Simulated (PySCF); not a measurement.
# NMR data sheet: C₃H₁₀BNO₂

- Formula: C3H10BNO2
- SMILES: C[O+](C)[BH2-]NC=O
- Point group of the computed structure: C1
- Carbon signals: 2
- Proton signals: 4

Bonds (- single, = double, # triple, : aromatic): C1-O2, O2-C3, O2-B4, B4-N5, N5-C6, C6=O7. C1 carries H8, H9, H10; C3 carries H11, H12, H13; B4 carries H14, H15; N5 carries H16; C6 carries H17. Formal charges: O2 +1, B4 -1.

[PySCF 2.14: shieldings: GIAO PBE0/pcSseg-1; J: B3LYP/pcJ-1 (spin–dipole term only in couplings to heteroatoms); geometry from PBE0-D3(BJ)/def2-SVP; one computed conformer; no relativistic terms; in vacuum; fast rotation and ring inversion assumed for equivalent nuclei]

References, each an isolated molecule treated in the same way: TMS for ¹H (31.27 ppm), ¹³C (184.41 ppm); ¹¹B (100.73 ppm) against BF3·OEt2; ¹⁵N (265.67 ppm) against NH3; H2O for ¹⁷O (334.56 ppm).

| carbon | δC, type | δH (multiplicity, J in Hz) | HMBC from (abs. J ≥ 3 Hz) | span of the C tensor (ppm) |
| --- | --- | --- | --- | --- |
| C1/C3 | 61.1, CH3 | 3.40 (s) | H8/H9/H10/H11/H12/H13 | 93 |
| C6 | 165.4, CH | 8.25 (s) | H14/H15 | 169 |

Other nuclei:
```
  atoms  nucleus                         environment  δ (ppm)  σ (ppm)
    H16       ¹H  hydrogen on an amide-type nitrogen     4.50    26.76
H14/H15       ¹H  hydrogen on a boron bonded to N, O     3.08    28.18
     B4      ¹¹B           boron bonded to N, O, 2 H      1.1     99.6
     N5      ¹⁵N                 amide-type nitrogen    149.7    116.0
     O7      ¹⁷O          amide-type carbonyl oxygen    457.8   -123.3
     O2      ¹⁷O      donor oxygen of a Lewis adduct     20.7    313.9
```

Selected couplings (Hz, signed; the shortest-range and largest first, 30 at most; isotopes ¹³C, ¹H, ¹¹B, ¹⁵N): ¹J(C6,H17) 185.5, ¹J(C1,H8) 153.1, ¹J(B4,H14) 130.0, ¹J(B4,N5) -24.1, ¹J(N5,C6) -12.9, ²J(N5,H17) -15.2, ²J(C1,B4) 1.5, ²J(N5,H14) -1.4, ³J(B4,H17) 4.9, ³J(B4,H8) 1.5.

1. δC 165.4: amide carbonyl carbon; it is a carbonyl in resonance with an O or N lone pair, the region of acids, esters and amides.
2. δC 61.1: methyl carbon bonded to O; deshielded by the electronegative neighbour.
3. δH 8.25: hydrogen on an amide carbonyl carbon.
4. δH 4.50: hydrogen on an amide-type nitrogen; labile proton, position sensitive to the medium.
5. δH 3.40: hydrogen on a methyl carbon bonded to O; its carbon carries O, an electronegative neighbour.

OH and NH positions are those of a molecule without intermolecular hydrogen bonds; in solution they move with solvent, concentration and temperature, and exchange usually removes their couplings. Hydrogens on boron are broadened and split by ¹¹B (spin 3/2, 80 %) and 10B (spin 3). Shifts are as computed. Against solution values, carbons near 30 ppm lie about +2 ppm off and those near 130 ppm about +5 ppm. Of 1211 compounds with measured shifts, 218 miss one by over three times the rms of a fit or turn the order of signals round; such compounds aren't used in these exercises. Hydrogen bonding in solution shields acid and N–H amide carbonyl oxygens by tens of ppm. Hydrogen bonding in solution deshields acid and N–H amide carbonyl carbons by as much as 10 ppm beyond these values. Couplings to exchangeable protons are dropped. Unscaled 17O shifts of doubly bonded oxygen tend to come out too high, by tens of ppm or more. Experimental scales use liquid or dissolved standards, which lie at an offset from isolated NH3 (liquid NH3: subtract about 20 ppm) and H2O (liquid H2O: subtract about 36 ppm).
